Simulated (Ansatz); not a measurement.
A nudged elastic band was laid between two geometries of ClH2InO2 + H4Si (11 atoms, charge 0, multiplicity 1).

All numbers below come from Ansatz 0.2.0, RKS r2SCAN-D4/def2-SVP.

```json
{
 "movable images": "9",
 "climbing image": "yes",
 "spring": "5.0 eV/Å²",
 "optimiser": "quadratic models (default)",
 "start path": "through a guess of the saddle point",
 "force threshold": "0.03 eV/Å",
 "iteration limit": "60",
 "end points": "relaxed"
}
```

First end point:

```xyz
11
Properties=species:S:1:pos:R:3
In 0.205 -0.359 0.097
Cl -0.321 -1.687 1.974
O 1.978 -0.535 -0.785
H 2.543 -1.133 -0.272
O -1.269 0.708 -0.739
H -2.118 0.492 -0.326
Si -0.151 2.896 1.012
H 0.526 3.871 1.917
H -0.131 3.382 -0.389
H -1.515 2.601 1.524
H 0.690 1.637 1.122
```

Last end point:

```xyz
11
Properties=species:S:1:pos:R:3
In -0.282 0.729 0.698
Cl -0.358 -0.967 2.383
O 1.733 -0.018 -0.191
H 1.099 -0.403 -0.864
O -0.647 -0.199 -1.101
H -1.325 -0.887 -1.089
Si -0.423 3.230 1.163
H 0.651 3.624 2.122
H -0.269 4.002 -0.105
H -1.754 3.533 1.767
H 2.012 -0.772 0.352
```

**Question.** Which bonds break or form, and what moves?

**Answer.** Bonds broken: Si7–H11. Bonds formed: In1–Si7, O3–H11. ClH2InO2 + H4Si becomes ClH6InO2Si.

**Question.** Give the energies along the band, and the barrier.

**Answer.** It converged. The highest image is number 5 of 0 to 10, 36.3 kcal/mol above the first end and 62.1 kcal/mol above the last; the last end lies 25.8 kcal/mol below the first. Beside the main top the profile has a ripple of under 15 meV (maxima at images 2, 5), which may be a very shallow well or noise. Neighbouring images differ by up to 1.5 eV, so the band resolves the path poorly. A vibrational analysis at the climbing image gives 2 clearly imaginary modes (872i, 40i cm⁻¹): a point of higher order, so a lower path passes nearby. The orbitals stay closed-shell, which can raise the energy where a bond breaks towards radicals; this wasn't checked here.

```json
{"image": "0", "path coordinate (Å)": "0.00", "energy (kcal/mol)": "0.0", "Si7–H11 (Å)": "1.52", "In1–Si7 (Å)": "3.40", "O3–H11 (Å)": "3.17"}
{"image": "1", "path coordinate (Å)": "1.18", "energy (kcal/mol)": "0.3", "Si7–H11 (Å)": "1.52", "In1–Si7 (Å)": "3.34", "O3–H11 (Å)": "3.22"}
{"image": "2", "path coordinate (Å)": "2.37", "energy (kcal/mol)": "2.6", "Si7–H11 (Å)": "1.52", "In1–Si7 (Å)": "3.32", "O3–H11 (Å)": "3.03"}
{"image": "3", "path coordinate (Å)": "3.55", "energy (kcal/mol)": "2.5", "Si7–H11 (Å)": "1.51", "In1–Si7 (Å)": "3.50", "O3–H11 (Å)": "3.29"}
{"image": "4", "path coordinate (Å)": "4.73", "energy (kcal/mol)": "5.2", "Si7–H11 (Å)": "1.51", "In1–Si7 (Å)": "3.45", "O3–H11 (Å)": "3.16"}
{"image": "5", "path coordinate (Å)": "5.92", "energy (kcal/mol)": "36.3", "Si7–H11 (Å)": "1.87", "In1–Si7 (Å)": "2.79", "O3–H11 (Å)": "3.41"}
{"image": "6", "path coordinate (Å)": "7.55", "energy (kcal/mol)": "16.6", "Si7–H11 (Å)": "3.15", "In1–Si7 (Å)": "2.56", "O3–H11 (Å)": "4.14"}
{"image": "7", "path coordinate (Å)": "9.18", "energy (kcal/mol)": "13.9", "Si7–H11 (Å)": "3.77", "In1–Si7 (Å)": "2.55", "O3–H11 (Å)": "2.57"}
{"image": "8", "path coordinate (Å)": "10.82", "energy (kcal/mol)": "-21.2", "Si7–H11 (Å)": "4.16", "In1–Si7 (Å)": "2.54", "O3–H11 (Å)": "0.99"}
{"image": "9", "path coordinate (Å)": "12.45", "energy (kcal/mol)": "-25.3", "Si7–H11 (Å)": "4.79", "In1–Si7 (Å)": "2.55", "O3–H11 (Å)": "0.97"}
{"image": "10", "path coordinate (Å)": "14.08", "energy (kcal/mol)": "-25.8", "Si7–H11 (Å)": "4.76", "In1–Si7 (Å)": "2.55", "O3–H11 (Å)": "0.97"}
```

**Question.** What is the geometry of the highest image?

**Answer.** 
```xyz
11
Properties=species:S:1:pos:R:3
In 0.113 0.242 -0.053
Cl 0.078 -0.399 2.493
O 1.948 0.046 -0.813
H 1.953 -0.655 -1.483
O -1.534 -0.495 -0.917
H -2.233 -0.636 -0.261
Si 0.020 2.797 1.051
H 0.116 3.206 2.486
H 1.183 3.366 0.309
H -1.269 3.305 0.496
H 0.061 1.096 1.827
```

Time of the run: 16 min on 4 threads of Arm Neoverse V2 (shared host), peak memory 0.23 GiB.
